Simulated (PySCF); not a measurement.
An unknown shows these calculated signals:

1H NMR (400 MHz, computed): δ 4.92 (s, 2H), 4.28 (sept, 1H), 4.04 (q, 2H), 1.32 (t, 3H), 1.26 (d, 6H).

13C{1H} NMR (computed): δ 68.0 (CH), 61.2 (CH2), 28.0 (CH3), 20.6 (CH3).

- NMR shieldings at PBE0/pcSseg-1/GIAO
- GFN2-xTB geometry
- code: PySCF 2.14.0 with density-fitted response routines
- a single conformation, no solvent model, equivalent nuclei averaged, non-relativistic

δ = σ(ref) − σ, references computed at the same level: TMS for 1H (31.72 ppm) and 13C (186.93 ppm).

Problem. Which of these does the molecule contain: a tert-butyl group, a CH3CH2 unit, a Si–H bond, a (CH3)2CH unit, a nitrile, a C≡C triple bond?

Solution. 
- A tert-butyl group: no.
- A CH3CH2 unit: yes (δC 20.6, 61.2; δH 1.32 (t), 4.04 (q)).
- A Si–H bond: yes (δH 4.92 (s)).
- A (CH3)2CH unit: yes (δC 28.0, 68.0; δH 1.26 (d), 4.28 (sept)).
- A nitrile: no.
- A C≡C triple bond: no.

The data belong to `CCO[SiH2]OC(C)C`, C5H14O2Si; they needn't prove each group on their own.

Carbon signals by region: 2 at 50–100 ppm, 2 below 50 ppm.

Shifts are as computed. Against solution values, carbons near 30 ppm lie about +3 ppm off and those near 130 ppm about +5 ppm. Of 1211 compounds with measured shifts, 218 miss one by over three times the rms of a fit or turn the order of signals round; such compounds aren't used in these exercises. No couplings were computed; multiplicities are counted from neighbouring protons, with m where these are inequivalent, close in shift, in a saturated or five-membered ring or joined by F or P, and br s for small geminal =CH2 splittings.
